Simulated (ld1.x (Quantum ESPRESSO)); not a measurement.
# gallium (Ga), TM semilocal: configuration errors across variants

```
Element                 : Ga (Z = 31)
Generator               : ld1.x (Quantum ESPRESSO) 7.5
Type                    : norm-conserving Troullier–Martins (semilocal form)
Functional              : PBE
Relativity              : scalar-relativistic
Frozen core             : [Ar]
Valence charge          : 13
Reference configuration : 3d10 4s2 4p1
Partial waves           : 4p (bound): rc 2.15 bohr; 3d (bound): rc 0.60 bohr; 4s (bound): rc 1.65 bohr
Local potential         : the s channel
Core correction         : none
```

All-electron excitation energies from the reference (eV): (1) 3d10 4s2 4p0 5.688; (2) 3d10 4s1 4p0 26.816; (3) 3d10 4s0 4p0 58.088; (4) 3d9 4s2 4p1 27.696; (5) 3d9 4s2 4p2 20.315; (6) 3d10 4s1 4p2 6.538; (7) 3d10 4s2 4p1.3 -0.534.

In the semilocal form every listed channel keeps its own potential, so the choice of the local channel does not act on these tests. It acts once the file is put into the separable form.

A semilocal file is local in each channel, so a ghost entry of none says nothing of the separable form that plane-wave codes build from it.

Tests that are not counted but printed errors over 1 eV. “wave 4s (bound): rc 1.65 bohr becomes 4s (bound): rc 1.08 bohr”: 3d9 4s2 4p1 (solver errors, printed error -31.3 eV); 3d9 4s2 4p2 (solver errors, printed error -18.6 eV).

3 further variants failed, have other tests or another functional or relativity, and are left out.

A true bound ghost makes a file unfit for plane-wave use even where its test errors are small: the radial tests pick states by their node count and pass the ghost by. Where a test does run into it, the solver fails or the error is huge.

Errors AE − PS in meV (a dash: test not solved or not reliable):

| change | (1) | (2) | (3) | (4) | (5) | (6) | (7) | bound ghosts |
| --- | --- | --- | --- | --- | --- | --- | --- | --- |
| base | -0.1 | +12 | +86 | -222 | -275 | +1.1 | +0.1 | not determined |
| wave 4p (bound): rc 2.15 bohr becomes 4p (bound): rc 2.78 bohr | -0.8 | +6.3 | +73 | -196 | -237 | +4.8 | +0.1 | not determined |
| type ultrasoft, which also changes the form from semilocal to separable; waves now 4s (bound): rcut 1.45, rcutus 1.65 bohr; 4s channel at -0.2 Ry: rcut 1.45, rcutus 1.65 bohr; 4p (bound): rcut 1.85, rcutus 2.15 bohr; 4p channel at 0.8 Ry: rcut 1.85, rcutus 2.15 bohr; 3d (bound): rcut 0.50, rcutus 0.60 bohr; 3d channel at -0.7 Ry: rcut 0.50, rcutus 0.60 bohr; local potential all-electron potential smoothed inside 1.55 bohr (lloc = -1); augmentation PSQ, radius 0.55 bohr | +0.7 | +25 | +151 | -138 | -126 | +2.8 | +0.1 | none |
| wave 4s (bound): rc 1.65 bohr becomes 4s (bound): rc 1.08 bohr | +1.7 | +86 | +111 | – | – | +8.4 | +0.1 | s (extra level of the local part) |
| all radii scaled by about 0.88 (s 1.46, p 1.90, d 0.52 bohr) | -0.1 | +15 | +94 | -170 | -233 | +1.9 | +0.1 | not determined |
| wave 3d (bound): rc 0.60 bohr becomes 3d (bound): rc 0.42 bohr | -0.2 | +12 | +86 | -186 | -240 | +1.1 | +0.1 | not determined |
| core correction a·sin(br)/r model core inside 0.74 bohr | -1.4 | -17 | -74 | -276 | -332 | -2.3 | +0.1 | not determined |
| all radii scaled by about 1.34 (s 2.20, p 2.88, d 0.80 bohr) | -0.7 | +7.5 | +48 | -131 | -192 | +3.5 | +0.1 | none |
| wave 3d (bound): rc 0.60 bohr becomes 3d (bound): rc 0.68 bohr | -0.1 | +12 | +86 | -228 | -281 | +1.1 | +0.1 | not determined |

Task: Give the same row for: core correction a·sin(br)/r model core inside 0.70 bohr.

Result: -1.4, -17, -74, -276, -333, -2.3, 0.0; bound ghosts: not determined.
